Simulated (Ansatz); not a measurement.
`N[SiH2]BF` and `N[SiH]([SiH3])BF` differ in one atom or group.

Ansatz, PBE0-D4/def2-TZVP geometries, multiplicity 1. Each molecule was computed in one conformer, which needn't be the lowest.

```csv
property,`N[SiH2]BF`
size of the dipole moment (PBE/def2-TZVPP) / D,1.80
HOMO–LUMO gap (ωB97M-V/def2-TZVPP) / eV,10.10
HOMO energy (PBE0/def2-TZVPP) / eV,-7.37
HOMO energy (B3LYP/def2-TZVPP) / eV,-7.15
HOMO–LUMO gap (PBE/def2-TZVPP) / eV,3.41
size of the dipole moment (B3LYP/def2-TZVPP) / D,1.90
```

**Question.** What does the change do to each property? (Best estimate.)

**Answer.** The calculation gave: 
```
                                        property  `N[SiH]([SiH3])BF`  shift
  size of the dipole moment (PBE/def2-TZVPP) / D                1.12  -0.68
         HOMO–LUMO gap (ωB97M-V/def2-TZVPP) / eV                9.35  -0.75
              HOMO energy (PBE0/def2-TZVPP) / eV               -7.01   0.36
             HOMO energy (B3LYP/def2-TZVPP) / eV               -6.81   0.34
             HOMO–LUMO gap (PBE/def2-TZVPP) / eV                3.14  -0.27
size of the dipole moment (B3LYP/def2-TZVPP) / D                1.00  -0.90
```

With PBE0 the HOMO rises by 0.36 eV and the LUMO falls by 0.14 eV, so the gap narrows by about 0.50 eV. PBE moves the HOMO by 0.18 eV and ωB97M-V by 0.55 eV. Dipoles are sizes alone; their direction can turn.

B3LYP here is the variant with VWN-RPA as its local correlation; programs differ in this.
